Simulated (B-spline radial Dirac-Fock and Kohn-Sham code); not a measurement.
Si 2p3/2: cross section and angular parameters

System: atomic silicon, [Ne] 3s2 3p2; threshold 99.20 eV (tabulated edge). Model: Dirac-Hartree-Slater photoionisation with a Latter tail; cross sections with all multipoles, angular parameters from the dipole term and its interference with E2. Program: a B-spline atomic structure program.

For linearly polarised light dσ/dΩ = σ/(4π) [1 + β P₂(cos θ) + (δ + γ cos²θ) sin θ cos φ], with θ from the polarisation vector and φ the angle between the beam and the projection of the electron momentum on the plane normal to the polarisation.

```
hν (eV)   σ (kb)      β       γ      δ
    143     2880  1.089  -0.013  0.011
    150     2740  1.157  -0.007  0.011
    189     1880  1.363   0.027  0.012
    200     1690  1.392   0.037  0.012
    240     1150  1.456   0.072  0.013
    300      689  1.487   0.123  0.015
    317        ?      ?       ?      ?
    665     84.7  1.361   0.338  0.027
    674     81.5  1.356   0.342  0.027
    909     33.9  1.247   0.430  0.037
   1000     25.4  1.208   0.458  0.041
   1250     12.7  1.110   0.523  0.051
   1600     5.75  0.994   0.592  0.067
   2000     2.75  0.886   0.651  0.084
   3110    0.608  0.678   0.754  0.129
   3270    0.510  0.656   0.765  0.135
   3550    0.382  0.620   0.783  0.145
   5170   0.0989  0.469   0.863  0.199
   5510   0.0784  0.446   0.877  0.210
   7170   0.0296  0.357   0.940  0.256
   7260   0.0282  0.353   0.943  0.259
 8047.8   0.0192  0.321   0.969  0.279
   9050   0.0123  0.286   0.998  0.303
  11700  0.00459  0.214   1.063  0.362
  13100  0.00296  0.183   1.091  0.390
  14100  0.00222  0.164   1.109  0.409
  15000  0.00174  0.148   1.124  0.426
```

Question: Give the values at 317 eV.

Answer: σ = 604 kb, β = 1.489, γ = 0.136, δ = 0.015.

Values without a named source are computed, but for edge energies of neutral atoms, which are taken from tables.
